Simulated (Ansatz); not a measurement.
Mo(O)2(OH)(NH2) (H₃MoNO₃), SMILES [O]=[Mo]([NH2])(=[O])[OH], multiplicity 1.

The structure is a stationary point at B3LYP-D3(BJ)/def2-SVP. A frequency run showed that this geometry is not a minimum. The spin state was assumed, not searched. The def2 effective core potentials stand for the cores of Mo; spin–orbit coupling is left out. The values are those of a single conformer.

Two levels are set side by side: PBE/def2-SVPD (Ansatz, an electronic-structure program) and PBE0/def2-SVPD (Ansatz). Energy differences of separate SCF runs at the same geometry; the states with an electron removed or added have multiplicity 2 and 2. Differences are taken from unrounded values.

| quantity | PBE0 |
|---|---|
| vertical ionisation energy (eV) | 10.59 |
| vertical singlet–triplet gap (eV) | 4.11 |

Q: What does PBE give, and how far is it from PBE0? (Estimate from the structure and the level; the computed values follow.)

A: 
```json
[
 {"quantity": "vertical ionisation energy (eV)", "PBE": "10.33", "PBE minus PBE0": "-0.26"},
 {"quantity": "vertical singlet–triplet gap (eV)", "PBE": "4.25", "PBE minus PBE0": "0.14"}
]
```
